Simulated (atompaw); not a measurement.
## Logarithmic derivatives: osmium (Os), PAW (atompaw)

- Element: Os (Z = 76)
- Generator: atompaw 4.2.0.5
- Type: PAW
- Functional: PBE
- Relativity: scalar-relativistic
- Frozen core: [Kr] 4d10
- Valence charge: 30
- Reference configuration: 4f14 5s2 5p6 5d6 6s1 6p0 (charge +1)
- Partial waves: 5s (bound): rc 1.10 bohr; 6s (bound): rc 2.05 bohr; 5p (bound): rc 1.85 bohr; 6p (bound, empty): rc 0.55 bohr; 5d (bound): rc 2.05 bohr; 5d channel at 1.85 Ry: rc 2.05 bohr; 4f (bound): rc 0.80 bohr; 4f channel at -3.3 Ry: rc 0.80 bohr
- Local potential: bessel scheme, radius 1.95 bohr
- Core correction: smooth core density matched at 1.65 bohr
- Augmentation charge: sinc compensation charge, radius 1.75 bohr; PAW radius 2.05 bohr; waves and projectors: custom rrkj gramschmidtortho

The phase is arctan(r·u′/u) with u = r·R(r), unwrapped; energies in Ry, scanned from -9 to 5 Ry. A pole is an energy at which the radial function vanishes at the test radius. The pseudo phase is shifted by a multiple of π to meet the all-electron one at the reference energy, and phase errors are pseudo minus all-electron; the curves can meet again beyond the range given. Levels narrower than the energy grid can be missing from the lists of poles.

```json
{"channel": "s", "radius (bohr)": "2.05", "reference energy (Ry)": "-0.97", "poles, all-electron": "-7.17", "poles, pseudo": "-7.17, 4.69", "unbroken range about the reference energy with phases within 0.05 rad": "the whole range", "phase error 1 Ry above the reference energy (rad)": "-0.006"}
{"channel": "p", "radius (bohr)": "2.05", "reference energy (Ry)": "-0.52", "poles, all-electron": "-3.93", "poles, pseudo": "-3.93, 2.16", "unbroken range about the reference energy with phases within 0.05 rad": "below 1.1", "phase error 1 Ry above the reference energy (rad)": "-0.004"}
{"channel": "d", "radius (bohr)": "2.05", "reference energy (Ry)": "-1.04", "poles, all-electron": "0.38", "poles, pseudo": "0.38", "unbroken range about the reference energy with phases within 0.05 rad": "below 5.0", "phase error 1 Ry above the reference energy (rad)": "-0.000"}
{"channel": "f", "radius (bohr)": "2.05", "reference energy (Ry)": "-4.41", "poles, all-electron": "-4.39", "poles, pseudo": "-4.39", "unbroken range about the reference energy with phases within 0.05 rad": "below 1.4", "phase error 1 Ry above the reference energy (rad)": "+0.000"}
```

Phases in the p channel:

| E (Ry) | all-electron | pseudo |
| --- | --- | --- |
| -9.00 | 1.378 | 1.378 |
| -8.76 | 1.374 | 1.374 |
| -8.52 | 1.369 | 1.369 |
| -8.28 | 1.365 | 1.364 |
| -8.04 | 1.359 | 1.359 |
| -7.80 | 1.353 | 1.353 |
| -7.56 | 1.346 | 1.346 |
| -7.32 | 1.339 | 1.338 |
| -7.08 | 1.330 | 1.330 |
| -6.84 | 1.320 | 1.319 |
| -6.60 | 1.308 | 1.308 |
| -6.36 | 1.293 | 1.293 |
| -6.12 | 1.275 | 1.274 |
| -5.88 | 1.251 | 1.250 |
| -5.64 | 1.217 | 1.216 |
| -5.40 | 1.165 | 1.164 |
| -5.16 | 1.072 | 1.071 |
| -4.92 | 0.859 | 0.858 |
| -4.68 | 0.117 | 0.116 |
| -4.44 | -1.063 | -1.064 |
| -4.20 | -1.427 | -1.427 |
| -3.96 | -1.559 | -1.559 |
| -3.72 | -1.628 | -1.628 |
| -3.48 | -1.672 | -1.672 |
| -3.24 | -1.704 | -1.704 |
| -3.00 | -1.729 | -1.730 |
| -2.76 | -1.751 | -1.752 |
| -2.52 | -1.771 | -1.772 |
| -2.28 | -1.790 | -1.791 |
| -2.04 | -1.809 | -1.809 |
| -1.80 | -1.828 | -1.829 |
| -1.56 | -1.848 | -1.849 |
| -1.32 | -1.870 | -1.870 |
| -1.08 | -1.894 | -1.894 |
| -0.84 | -1.921 | -1.921 |
| -0.60 | -1.951 | -1.951 |
| -0.36 | -1.987 | -1.987 |
| -0.12 | -2.029 | -2.029 |
| 0.12 | -2.080 | -2.081 |
| 0.36 | -2.143 | -2.146 |
| 0.60 | -2.224 | -2.231 |
| 0.84 | -2.329 | -2.345 |
| 1.08 | -2.468 | -2.508 |
| 1.32 | -2.654 | -2.749 |
| 1.56 | -2.894 | -3.117 |
| 1.80 | -3.179 | -3.648 |
| 2.04 | -3.471 | -4.315 |
| 2.28 | -3.727 | -5.134 |
| 2.52 | -3.928 | -6.055 |
| 2.76 | -4.080 | -6.669 |
| 3.00 | -4.194 | -6.999 |
| 3.24 | -4.280 | -7.194 |
| 3.48 | -4.348 | -7.322 |
| 3.72 | -4.401 | -7.412 |
| 3.96 | -4.445 | -7.480 |
| 4.20 | -4.481 | -7.533 |
| 4.44 | -4.511 | -7.575 |
| 4.68 | -4.537 | -7.610 |
| 4.92 | -4.560 | -7.639 |
